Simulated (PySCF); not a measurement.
# How methods differ on the interval between two levels of Ga⁺

Ga⁺ [Ar] 3d10 4s2 → Ga⁺ [Ar] 3d9 4s2 5s1 [3D3, M_J = 3], as a difference of total energies. Calculation: PySCF 2.14, in x2c-SVPall-2c with one added diffuse shell each of s, p, d type (6s7p4d, 47 functions); the two-component X2C-1e Hamiltonian. Correlated levels: [Ne] frozen; the 6 highest virtual spinors dropped. "Screened" scales the spin-orbit matrix elements by Boettger's factors to mimic the two-electron term; Breit and QED terms are absent.

```csv
method,interval between two levels (cm⁻¹)
GHF (spin-free),218850
GMP2 (spin-free),235050
GHF (screened spin-orbit),217360
GMP2 (screened spin-orbit),233570
```

The labels give the starting determinants; with spin-orbit coupling the two ends relaxed to ⟨J²⟩ = 0.00, ⟨L²⟩ = 0.00, ⟨S²⟩ = 0.00 and ⟨J²⟩ = 12.00, ⟨L²⟩ = 6.01, ⟨S²⟩ = 2.00.

The promoted electron is Rydberg-like, and one or two diffuse shells describe it only roughly, which tends to raise the upper state.
